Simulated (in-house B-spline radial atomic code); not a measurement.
A fraction x of an electron is removed from 4s in Ge2+, starting from [Ar] 3d10 4s2 and keeping the highest spin. Level of theory: non-relativistic OLYP, spin-polarised, spherical fractional occupations, point nucleus; calculated with a B-spline radial code for spherical atoms.

```csv
x,E(x) - E(0) (eV),4s down level (eV)
0,0.0000,-28.379
0.12,3.4743,-29.527
0.15,4.3645,-29.815
0.32,9.5722,-31.457
0.42,12.7669,-32.441
0.5,15.3942,-33.247
0.62,19.4589,-34.510
0.69,21.9017,-35.292
0.77,24.7627,-36.246
0.92,30.3475,-38.276
1,33.4565,-
```

The exact functional would give a straight line between the two integer points. Deviations E(x) - E(0) - x[E(1) - E(0)], in eV: -0.54 at x = 0.12, -0.654 at x = 0.15, -1.134 at x = 0.32, -1.285 at x = 0.42, -1.334 at x = 0.5, -1.284 at x = 0.62, -1.183 at x = 0.69, -0.999 at x = 0.77, -0.432 at x = 0.92.

The curve lies below the straight line by up to 1.334 eV (at x = 0.5): convex, the delocalisation error that favours fractional charges.

Question: How well does Slater's transition state (minus the level at half occupation) give the ionisation energy?

Answer: It gives 33.247 eV against 33.456 eV from the two total energies; NIST lists 34.06 eV, ground level to ground level.
